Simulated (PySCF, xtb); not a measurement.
GeS, SMILES [S]=[Ge] (connectivity only; charge and spin as stated), neutral, multiplicity 1.

GFN2-xTB (xtb) at its own geometry gives an orbital gap of 3.09 eV and a dipole moment of 5.10 D.

Geometry: B3LYP-D3(BJ)/def2-TZVP.

Q: What does M06-2X/def2-TZVPD in PySCF give? (An estimate is asked for; the answer gives what the named calculation found.)

A: gap 7.32 eV (levels -8.89 and -1.57 eV), dipole 2.48 D.
